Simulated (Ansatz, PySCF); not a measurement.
Dimer: HBr (SMILES Br) (first 2 atoms) with H4OSi (SMILES O[SiH3]); geometry from B3LYP-D3(BJ)/def2-TZVP, rigid monomers moved along the line of their centres of mass till Br1···H5 is 2.53 Å.
(charge 0, multiplicity 1):
```xyz
8

Br    -0.46726    -1.37691    -0.09632
H      0.41335    -0.30808     0.25410
O     -1.07478    -0.22258     2.93397
Si     0.52496     0.11382     3.13493
H     -1.32192    -0.81060     2.21276
H      1.30869    -1.07892     3.53655
H      0.60677     1.15275     4.17903
H      1.12721     0.63349     1.87447
```

Interaction energies are E(AB) − E(A) − E(B) at the monomers' geometry in the complex; basis-set methods are counterpoise corrected. Rows marked so take none.

Rows in LANL2DZ, STO-3G carry no dispersion term and start afresh at each structure; the Pople sets are all-electron and without relativity. LANL2DZ brings its own core potentials from Na on.

Run with Ansatz (an electronic-structure program) with Gaussian orbitals; PySCF for LANL2DZ rows, STO-3G rows, the dispersion terms. Each number belongs to the level named beside it.

**Question.** One of these levels gives -54.8 meV for the interaction energy. Which one is it?
A) PBE/def2-TZVPPD
B) HF/STO-3G (no counterpoise)
C) PBE-D3(BJ)/def2-TZVPPD
D) B3LYP/LANL2DZ (no counterpoise)

**Answer.** A, PBE/def2-TZVPPD. The others give 98.0 (HF/STO-3G (no counterpoise)), -121.3 (PBE-D3(BJ)/def2-TZVPPD), 38.6 (B3LYP/LANL2DZ (no counterpoise))
